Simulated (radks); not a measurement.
All-electron atom: Tm8+ in [Kr] 4d10 4f11 5s2 5p2 (the NIST ground configuration).

Calculated with a radial shooting solver on a logarithmic mesh with Libxc functionals: Dirac Kohn-Sham, BLYP, spin-unpolarised, spherical densities, finite nucleus; open shells fill j = l - 1/2 first; Fermi nuclear charge, rms radius 5.2256 fm.

Energy parts (hartree):
total: -13563.2884
kinetic: 15018.2906
electron-nucleus: -33325.6455
Hartree: 5027.3037
exchange-correlation: -283.2372

Orbitals (lengths in bohr, moments of r in powers of bohr; r(90%) holds 90 % of the orbital's charge):
| orbital | occ. | eigenvalue (hartree) | r(90%) | <r^4> | <r> | <1/r> |
|---|---|---|---|---|---|---|
| 1s1/2 | 2 | -2180.780 | 0.0363 | 8.081e-07 | 0.02001 | 79.07 |
| 2s1/2 | 2 | -371.7534 | 0.131 | 0.0001243 | 0.08430 | 19.05 |
| 2p1/2 | 2 | -354.6367 | 0.116 | 0.00007585 | 0.07007 | 19.03 |
| 2p3/2 | 4 | -318.6011 | 0.126 | 0.0001046 | 0.07746 | 16.42 |
| 3s1/2 | 2 | -87.27390 | 0.324 | 0.004694 | 0.2205 | 6.979 |
| 3p1/2 | 2 | -79.72750 | 0.316 | 0.004198 | 0.2103 | 6.896 |
| 3p3/2 | 4 | -72.11863 | 0.335 | 0.005332 | 0.2241 | 6.228 |
| 3d3/2 | 4 | -59.21910 | 0.307 | 0.003724 | 0.1973 | 6.115 |
| 3d5/2 | 6 | -57.55582 | 0.313 | 0.004009 | 0.2016 | 5.953 |
| 4s1/2 | 2 | -21.01809 | 0.714 | 0.1131 | 0.4969 | 2.926 |
| 4p1/2 | 2 | -17.97822 | 0.735 | 0.1259 | 0.5048 | 2.818 |
| 4p3/2 | 4 | -16.24968 | 0.780 | 0.1598 | 0.5363 | 2.587 |
| 4d3/2 | 4 | -11.23557 | 0.841 | 0.2140 | 0.5606 | 2.372 |
| 4d5/2 | 6 | -10.91848 | 0.857 | 0.2306 | 0.5714 | 2.316 |
| 5s1/2 | 2 | -6.22734 | 1.60 | 2.866 | 1.130 | 1.192 |
| 5p1/2 | 2 | -5.28023 | 1.73 | 3.900 | 1.214 | 1.097 |
| 5p3/2 | 0 | -4.97339 | 1.82 | 4.795 | 1.281 | 1.028 |
| 4f5/2 | 6 | -4.78127 | 1.11 | 0.6707 | 0.6750 | 1.861 |
| 4f7/2 | 5 | -4.72934 | 1.12 | 0.7005 | 0.6826 | 1.840 |

The highest occupied level is 4f7/2 at -128.69 eV. The configuration is held as typed, so some empty levels lie below it. For comparison, the ionisation energy in NIST's Atomic Spectra Database is 160 eV (theoretical). In exact Kohn-Sham theory the highest level is minus the ionisation energy, but local and semilocal functionals leave it too shallow, through self-interaction and a potential that decays too fast; potentials with the right tail come closer.

Beside tabulated values, note that spin-unpolarised runs miss the spin-polarisation part of the exchange energy of open shells.
